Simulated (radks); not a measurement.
Computed order of ionisation of tellurium. At each step one electron was removed from each of the four highest sub-shells of the ion before, moves of one valence electron (up to charge 6) and the configuration listed by NIST were tried, and the lowest configuration was kept. Method: Dirac Kohn-Sham, PBE, spin-unpolarised, spherical densities, finite nucleus; Fermi nuclear charge, rms radius of each element as measured or else 0.836 A^(1/3) + 0.57 fm; computed with a radial shooting solver on a logarithmic mesh with Libxc functionals. Sub-shells are occupied by j as written (lower j first in brackets).

| species | lowest configuration found | NIST configuration | margin to the next tried (eV) | IE (eV) | NIST IE (eV) | kind |
|---|---|---|---|---|---|---|
| Te | [Kr] 4d10 5s2 5p(1/2: 2, 3/2: 2) | same | - | 9.352 | 9.010 | exp. |
| Te+ | [Kr] 4d10 5s2 5p(1/2: 2, 3/2: 1) | same | 0.924 | 17.451 | 18.6 | exp. |
| Te2+ | [Kr] 4d10 5s2 5p(1/2: 2, 3/2: 0) | same | 1.066 | 27.537 | 27.84 | exp. |
| Te3+ | [Kr] 4d10 5s2 5p(1/2: 1, 3/2: 0) | same | 10.256 | 37.334 | 37.416 | exp. |
| Te4+ | [Kr] 4d10 5s2 | same | 10.842 | 59.090 | 59 | exp. |
| Te5+ | [Kr] 4d10 5s1 | same | 11.480 | 71.135 | 69 | theory |
| Te6+ | [Kr] 4d10 | same | 37.570 | 123.96 | 124.2 | exp. |
| Te7+ | [Kr] 4d(3/2: 4, 5/2: 5) | same | 1.612 | 146.31 | 143 | theory |
| Te8+ | [Kr] 4d(3/2: 4, 5/2: 4) | same | 1.695 | 169.53 | 167 | theory |
| Te9+ | [Kr] 4d(3/2: 4, 5/2: 3) | same | 1.779 | 193.57 | 191 | theory |
| Te10+ | [Kr] 4d(3/2: 4, 5/2: 2) | same | 1.865 | 218.40 | 215 | theory |
| Te11+ | [Kr] 4d(3/2: 4, 5/2: 1) | same | 1.952 | 243.98 | 245 | theory |
| Te12+ | [Kr] 4d(3/2: 4, 5/2: 0) | same | 2.042 | 272.42 | 272 | theory |
| Te13+ | [Kr] 4d(3/2: 3, 5/2: 0) | same | 75.230 | 299.61 | 299 | theory |

Reference values: NIST Atomic Spectra Database (exp. = measured, semi-emp. = semi-empirical, theory = theoretical value adopted there). Spin polarisation and multiplet splitting are left out, so open shells lie too high by an amount that depends on their filling.

Beside tabulated values, note that spin-unpolarised runs miss the spin-polarisation part of the exchange energy of open shells.
